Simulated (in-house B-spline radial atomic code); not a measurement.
A radial electron density 4πr²n(r) was computed for an atom or ion in its tabulated ground configuration with an all-electron radial atomic-structure program (B-spline basis); method: non-relativistic Hartree-Fock, average of configuration. Columns: r (bohr), 4πr²n(r) (electrons per bohr), bar.

```
 0.00167    1.926 #
 0.00202     2.73 ##
 0.00244    3.836 ##
 0.00295    5.356 ###
 0.00356    7.383 #####
  0.0043    10.08 ######
 0.00519    13.56 ########
 0.00628       18 ###########
 0.00758    23.34 ###############
 0.00916    29.59 ##################
  0.0111    36.56 #######################
  0.0134    43.45 ###########################
  0.0162    49.66 ###############################
  0.0195    54.07 ##################################
  0.0236    56.05 ###################################
  0.0285    55.14 ##################################
  0.0344     52.1 ################################
  0.0416    48.84 ##############################
  0.0502    48.07 ##############################
  0.0607    51.79 ################################
  0.0733    59.53 #####################################
  0.0886    67.64 ##########################################
   0.107    70.66 ############################################
   0.129    65.63 #########################################
   0.156    55.12 ##################################
   0.189    46.92 #############################
   0.228    47.16 #############################
   0.276    52.94 #################################
   0.333    54.51 ##################################
   0.402    45.64 ############################
   0.486    29.73 ###################
   0.587    15.94 ##########
    0.71    8.797 #####
   0.857    6.037 ####
    1.04    3.849 ##
    1.25    1.781 #
    1.51   0.4978 
    1.83  0.07493 
    2.21 0.005872 
    2.67 0.0002039 
    3.22 2.875e-06
```

Q: Which atom or ion is it?
A. Rh14+
B. Rh13+
C. Ru14+
D. Pd14+

A: A. The area under the curve, ∫4πr²n dr = ∫r·4πr²n d(ln r) on this logarithmic grid, is 31 electrons, which only this option has. The configuration is [Ar] 3d10 4s2 4p1.
